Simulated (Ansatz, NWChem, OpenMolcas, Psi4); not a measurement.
Errors in the dipole moment

8 molecules without hydrogen; the dipole moment in D, computed less measured. Shapes, held fixed at every level: PBE0-D4/def2-TZVP. No vibrational averaging. Dipoles are compared by magnitude; molecules under 1 D, whose direction can flip, are left out. Programs: Ansatz 0.2.0, NWChem 7.3.0, OpenMolcas 26.06, Psi4 1.11. A level may come from different programs for different species; with the same settings they agree closely. Measured values: NIST CCCBDB.

Levels: A = PBE-D4/def2-TZVPP; B = B3LYP/6-31G* (spherical functions); C = PBE0/def2-SVP; D = wB97M-V/def2-TZVPP.

```csv
molecule,measured,A,B,C,D
BrF (bromine fluoride),1.42,-0.18,-0.09,+0.11,+0.02
NS (SMILES [N]=S),1.81,+0.02,-0.08,+0.01,+0.11
SF2 (sulfur difluoride),1.05,-0.15,+0.09,+0.27,+0.10
NOF (SMILES O=NF),1.81,-0.55,-0.70,-0.56,-0.36
AsF3 (SMILES F[As](F)F),2.59,-0.32,-0.32,-0.13,-0.06
PF3 (phosphorus trifluoride),1.03,-0.19,-0.06,+0.07,+0.04
SCl2O2 (sulfuryl chloride),1.81,-0.18,-0.33,-0.18,+0.14
C2F3N (cyanotrifluoromethane),1.33,+0.15,+0.14,-0.05,+0.07
```

(1) Which level does best on this set, which worst, and which err to one side?

## Answers

(1) 
```csv
level,kind,mean error,mean absolute error,worst case
PBE-D4/def2-TZVPP,GGA,-0.175,0.217,NOF
B3LYP/6-31G* (spherical functions),global hybrid,-0.169,0.226,NOF
PBE0/def2-SVP,global hybrid,-0.058,0.173,NOF
wB97M-V/def2-TZVPP,range-separated hybrid,+0.008,0.113,NOF
```

On this set wB97M-V/def2-TZVPP has the smallest mean absolute error and B3LYP/6-31G* (spherical functions) the largest. Without NOF the largest would be that of PBE-D4/def2-TZVPP. PBE-D4/def2-TZVPP is too low in 6 of 8; B3LYP/6-31G* (spherical functions) is too low in 6 of 8; wB97M-V/def2-TZVPP is too high in 6 of 8. All levels miss NOF on one side: the cause may be the shape, the tabulated value or an error that the levels share. The levels differ in basis as well as in method. The tabulated values of NOF, C2F3N are in doubt (older tables, estimates, or at odds with other calculations) and kept here. Over the 6 molecules whose values aren't doubted the mean absolute errors are A 0.173; B 0.162; C 0.128; D 0.078. The largest two are near a tie. Open shells run unrestricted. Relativity is left out for As, Br. The set is small.
